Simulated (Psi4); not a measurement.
Conformational energy of SMILES CC(C)(C)C[SiH2]S (C5H14SSi), singlet. Scanned: dihedral C5–Si6–S7–H21; all other coordinates were relaxed at GFN2-xTB. Points at φ and −φ are mirror images.

Geometry of the scan point at -140° (Å):
```
21

C      1.2274     0.5028     1.2996
C      0.7565     0.0377    -0.0781
C      0.9114    -1.4792    -0.1852
C      1.6242     0.7027    -1.1531
C     -0.7036     0.4465    -0.3121
Si    -1.9895    -0.1678     0.9355
S     -3.8981     0.4847     0.1519
H      1.0602     1.5706     1.4219
H      2.2907     0.3079     1.4220
H      0.6928    -0.0218     2.0877
H      1.9599    -1.7586    -0.1049
H      0.5361    -1.8367    -1.1416
H      0.3651    -1.9817     0.6088
H      1.3067     0.3949    -2.1471
H      2.6687     0.4250    -1.0282
H      1.5506     1.7864    -1.0906
H     -0.7569     1.5393    -0.3400
H     -1.0042     0.1095    -1.3087
H     -1.8859     0.4601     2.2507
H     -2.0796    -1.6196     1.0722
H     -4.4297     0.8337     1.3099
```

Method: Psi4 1.11 with PBE-D3(BJ)/def2-SVP // GFN2-xTB.

Scanned values (°): -160, -140, -120, -100, -80, -60, -40, -20, 0, 20, 40, 60, 80, 100, 120, 140, 160, 180.

**Question.** Locate the minima and the barriers on this grid.

**Answer.** Lower than their neighbours: -60° (0.00 kJ/mol), 60° (0.00 kJ/mol), 180° (0.64 kJ/mol). Higher than their neighbours: -120° (3.72 kJ/mol), 0° (5.18 kJ/mol), 120° (3.72 kJ/mol). The whole profile spans 5.18 kJ/mol.
